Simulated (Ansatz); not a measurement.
A nudged elastic band was laid between two geometries of AlCl3FH3OTi (10 atoms, charge 0, multiplicity 1).

Theory: RKS PBE/def2-SVP in Ansatz 0.2.0.

```yaml
movable_images: 7
climbing_image: yes
spring: 5.0 eV/Å²
optimiser: quadratic models (default)
start_path: through a guess of the saddle point
force_threshold: 0.05 eV/Å
iteration_limit: 60
end_points: relaxed
```

First end point:

```xyz
10
Properties=species:S:1:pos:R:3
Ti -0.230 0.291 0.195
F 0.143 0.817 1.824
Cl 1.541 -0.907 -0.256
Cl -0.236 2.201 -0.862
Cl -1.507 -0.834 -1.751
O -1.876 -0.454 0.991
Al -3.098 -1.304 -0.180
H -3.147 -2.865 0.140
H -4.382 -0.376 -0.369
H -1.983 -0.306 1.951
```

Last end point:

```xyz
10
Properties=species:S:1:pos:R:3
Ti -0.505 0.093 -0.096
F -0.145 0.722 2.089
Cl 1.349 -1.080 -0.001
Cl -0.421 2.215 -0.657
Cl -1.555 -0.849 -1.997
O -1.878 -0.455 0.850
Al -3.127 -1.331 -0.208
H -3.088 -2.908 0.002
H -4.408 -0.431 -0.490
H -0.997 0.285 2.190
```

Q: Which bonds break or form, and what moves?

A: Bonds broken: O6–H10. Bonds formed: F2–H10.

Q: Give the energies along the band, and the barrier.

A: The run converged. The highest image is number 6 of 0 to 8, 1.00 eV above the first end and 0.08 eV above the last; the last end lies 0.91 eV above the first. A vibrational analysis at the climbing image gives one clearly imaginary mode, 568i cm⁻¹: a first-order saddle point. The orbitals stay closed-shell, which can raise the energy where a bond breaks towards radicals; this wasn't checked here.

| image | path coordinate (Å) | energy (eV) | O6–H10 (Å) | F2–H10 (Å) |
| --- | --- | --- | --- | --- |
| 0 | 0.00 | 0.00 | 0.98 | 2.41 |
| 1 | 0.23 | 0.00 | 0.98 | 2.38 |
| 2 | 0.45 | 0.04 | 0.98 | 2.12 |
| 3 | 0.68 | 0.19 | 0.98 | 1.85 |
| 4 | 0.90 | 0.44 | 1.01 | 1.58 |
| 5 | 1.13 | 0.81 | 1.11 | 1.32 |
| 6 | 1.36 | 1.00 | 1.30 | 1.10 |
| 7 | 1.66 | 0.94 | 1.57 | 0.99 |
| 8 | 1.96 | 0.91 | 1.77 | 0.96 |

Q: What is the geometry of the highest image?

A: 
```xyz
10
Properties=species:S:1:pos:R:3
Ti -0.421 0.165 -0.015
F -0.281 0.706 1.984
Cl 1.392 -1.052 -0.018
Cl -0.194 2.202 -0.769
Cl -1.540 -0.819 -1.876
O -1.914 -0.384 0.915
Al -3.117 -1.330 -0.113
H -3.017 -2.900 0.130
H -4.438 -0.502 -0.433
H -1.245 0.177 1.879
```

Q: What are the harmonic wavenumbers there?

A: 568i, 45, 80, 98, 123, 130, 174, 215, 237, 312, 364, 389, 408, 493, 513, 543, 642, 734, 804, 925, 983, 1806, 1900, 1916 cm⁻¹.

Run time: 10 min on 4 threads of Arm Neoverse V2, with other jobs on the host, peak memory 0.29 GiB.
